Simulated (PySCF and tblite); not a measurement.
Results of a calculation; reference values are marked as such.
3 regioisomers of C₇H₇Br:

```csv
isomer,SMILES
A,[CH3:1][c:2]1[cH:3][cH:4][cH:5][cH:6][c:7]1[Br:8]
B,[CH3:1][c:2]1[cH:3][cH:4][cH:5][c:6]([Br:7])[cH:8]1
C,[CH3:1][c:2]1[cH:3][cH:4][c:5]([Br:6])[cH:7][cH:8]1
```

Each isomer is a Boltzmann average at 298.15 K over at most 4 conformers: GFN2-xTB geometries, energies B3LYP/def2-SVP (IEF-PCM, water) (D3(BJ) added where defined), GIAO shieldings WP04/pcSseg-1 (IEF-PCM, water), GFN2-xTB thermal terms. Programs: PySCF with density fitting and tblite.

(1) What shifts does each isomer give (ppm)?

Spin–orbit effects of the heavy atoms on shieldings are missing. At a carbon that bears Br the missing effect is some 10 ppm, beside I tens of ppm. Shifts are unscaled: against experiment ¹³C can be off by 15 ppm or more and ¹H by 0.8 ppm.

## Answers

(1) 
A: ¹H (against TMS): 7.60 (H6, 1H), 7.50 (H3, 1H), 7.40 (H4, 1H), 7.36 (H5, 1H), 2.54 (H1, 3H). ¹³C (against TMS): 149.6 (C7), 147.9 (C2), 139.0 (C6), 137.1 (C3), 134.4 (C4), 133.5 (C5), 26.8 (C1).

B: ¹H (against TMS): 7.46 (H8, 1H), 7.41 (H4, 1H), 7.38 (H5, 1H), 7.32 (H3, 1H), 2.51 (H1, 3H). ¹³C (against TMS): 149.2 (C2), 147.2 (C6), 138.8 (C8), 136.0 (C4), 135.4 (C5), 135.0 (C3), 24.9 (C1).

C: ¹H (against TMS): 7.48 (H4/H7, 2H), 7.38 (H3/H8, 2H), 2.48 (H1, 3H). ¹³C (against TMS): 147.0 (C2), 143.8 (C5), 138.2 (C4/C7), 136.9 (C3/C8), 24.4 (C1).
